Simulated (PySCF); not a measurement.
**Excitation energy of As⁺ by level of theory**

As⁺ [Ar] 3d10 4s2 4p2 (3P) → As⁺ [Ar] 3d10 4s1 4p2 4d1 (high-spin determinant), as a difference of total energies. All numbers are calculated (PySCF 2.14, a scalar-relativistic core potential, in aug-cc-pVDZ-PP with ECP10MDF (5s4p3d, 32 functions)). Correlated levels: valence: 3s2 3p6 3d10 frozen. The calculations carry no spin-orbit coupling.

| method | excitation energy (eV) |
| --- | --- |
| UHF | 17.429 |
| MP2 (valence) | 18.281 |
| SCS-MP2 (valence) | 18.557 |
| CCSD (valence) | 18.165 |
| CCSD(T) (valence) | 18.108 |
| CCSDT (valence) | 18.099 |

**Question.** How much does correlation contribute at CCSD(T) (valence)?

**Answer.** 18.108 − (17.429) = 0.679 eV, measured against UHF.

The promoted electron is Rydberg-like, and one or two diffuse shells describe it only roughly, which tends to raise the upper state.

The coupled-cluster amplitudes are large for the upper state (T1 above 0.03 or a double amplitude above 0.15), so a single reference is strained.

The determinant of the upper state mixes LS terms, which raises its energy above the lowest term, most at the Hartree-Fock and MP2 levels.
